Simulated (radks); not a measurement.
B I, configuration 1s1 2s2 2p2 (not the ground configuration).

All-electron calculation, scalar-relativistic Kohn-Sham, exchange-only PBE, spin-polarised, spherical densities, point nucleus; open shells are filled with parallel spins first. Program: a radial shooting solver on a logarithmic mesh with Libxc functionals.

Energy parts (eV):
part                 energy
total              -479.202
kinetic             479.469
electron-nucleus  -1118.878
Hartree             241.605
exchange            -81.398

Orbitals (lengths in bohr, moments of r in powers of bohr; <r^-3> diverges for s and p1/2; r(max) is where P^2 peaks; r(90%) holds 90 % of the orbital's charge):
\begin{tabular}{lrrrrr}
orbital & occ. & eigenvalue (eV) & r(max) & r(90%) & <r^-3> \\ \hline
1s up & 1 & -227.0024 & 0.2004 & 0.547 & - \\
1s down & 0 & -194.0565 & 0.2065 & 0.574 & - \\
2s up & 1 & -12.5090 & 1.291 & 2.65 & - \\
2s down & 1 & -8.2058 & 1.403 & 3.06 & - \\
2p up & 2 & -6.4159 & 1.147 & 2.89 & 1.869 \\
2p down & 0 & -2.3049 & 1.378 & 4.21 & 0.9664 \\
\end{tabular}

The highest occupied level is 2p up at -6.416 eV. The configuration is held as typed, so some empty levels lie below it. The density falls to 0.001 e/bohr^3 at r = 3.73 bohr. Summed over all electrons, <r^2> = 15.15 bohr^2, which gives a Langevin (diamagnetic) susceptibility term of -12 x 10^-6 cm^3/mol.
